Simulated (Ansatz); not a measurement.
The first iterations of a band of AlBrClF₂H (6 atoms, charge 0, multiplicity 1).

Computed with RKS B3LYP/def2-SVP (Ansatz 0.2.0).

```json
{"movable images": "7", "climbing image": "yes", "spring": "5.0 eV/Å²", "optimiser": "quadratic models (default)", "start path": "through a guess of the saddle point", "force threshold": "0.05 eV/Å", "iteration limit": "60", "end points": "relaxed"}
```

First end point:

```xyz
6
Properties=species:S:1:pos:R:3
Al -0.395 -0.485 -0.505
Br 1.586 -1.477 -0.035
F -0.567 0.284 -1.964
F -1.759 -1.050 0.251
H 1.150 1.136 1.303
Cl -0.014 1.592 0.949
```

Last end point:

```xyz
6
Properties=species:S:1:pos:R:3
Al -0.759 0.039 -0.385
Br 1.674 -0.965 0.321
F -0.499 0.129 -2.020
F -1.692 -1.204 0.194
H 1.878 0.202 1.131
Cl -0.602 1.799 0.759
```

| iteration | highest image above the first end (eV) | largest band force component (eV/Å) |
| --- | --- | --- |
| 1 | 1.295 | 2.231 |
| 2 | 0.311 | 1.058 |
| 3 | 0.422 | 2.996 |

Q: Does the band converge within its limit, and where does its top end?

A: The forces met the threshold. It ended after 9 iterations with the highest image 0.261 eV above the first end. A vibrational analysis at the climbing image gives one clearly imaginary mode, 509i cm⁻¹: a first-order saddle point. The orbitals stay closed-shell, which can raise the energy where a bond breaks towards radicals; this wasn't checked here.

Run time: 97 s on 2 threads of Intel(R) Xeon(R) 6975P-C (Granite Rapids) (shared host), peak memory 0.25 GiB.
